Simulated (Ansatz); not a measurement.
Compare A (`[SiH3][CH]1[O][GeH2]1`) with its isomer B (`O=[CH][GeH2][SiH3]`).

Computed with Ansatz on PBE0-D4/def2-TZVP structures; ΔE is electronic, products minus reactants. CCSD(T)/CBS adds triple-zeta CCSD(T) − MP2 to the extrapolated MP2 energy (def2 sets, frozen cores). Functionals use def2-TZVPP. B3LYP here is the variant with VWN-RPA as its local correlation; programs differ in this. For Ge outer-core shells are correlated without core-valence functions, which leaves a few kJ/mol of doubt a bond. Scalar relativity is left out up to krypton. Each species was taken in one conformer, which may not be the lowest.

A:

Z-matrix (Å, degrees):
```
Si
C 1 1.870
H 1 1.488 2 111.2
H 1 1.487 2 109.1 3 120.1
H 1 1.488 2 109.0 3 -120.3
O 2 1.446 1 115.9 3 -67.4
Ge 2 1.906 1 121.0 3 -141.6
H 2 1.094 1 116.8 3 70.1
H 7 1.525 2 121.3 1 13.7
H 7 1.526 2 120.9 1 -162.2
```

B:

Z-matrix (Å, degrees):
```
Ge
C 1 2.009
Si 1 2.382 2 108.8
H 1 1.535 2 108.1 3 121.5
H 1 1.541 2 107.9 3 -119.5
O 2 1.198 1 122.9 3 -94.8
H 2 1.116 1 117.0 3 83.9
H 3 1.487 1 109.3 2 -57.2
H 3 1.485 1 109.5 2 62.4
H 3 1.486 1 110.2 2 -177.1
```

(1) Which is lower in electronic energy at CCSD(T)/CBS, and by how much? (An estimate is asked.)

(2) Give E(B) − E(A) in kcal/mol with B2PLYP, PBE-D4, r2SCAN-D4, ωB97M-V, B3LYP-D4, PBE0-D4, MP2/def2-TZVPP. (An estimate is asked.)

Largest T1 diagnostic: 0.015.

Answers

(1) The calculation gave: B, by 10.6 kcal/mol.

(2) The calculation gave: B2PLYP -13.6, PBE-D4 -13.6, r2SCAN-D4 -12.3, ωB97M-V -12.5, B3LYP-D4 -15.5, PBE0-D4 -13.3, MP2/def2-TZVPP -9.0. None reverses the order clearly.

In def2-TZVPP, CCSD(T) changes the Hartree–Fock value by +8.2 kcal/mol (the triples alone add +1.1 kcal/mol) and MP2 by +11.9 kcal/mol.
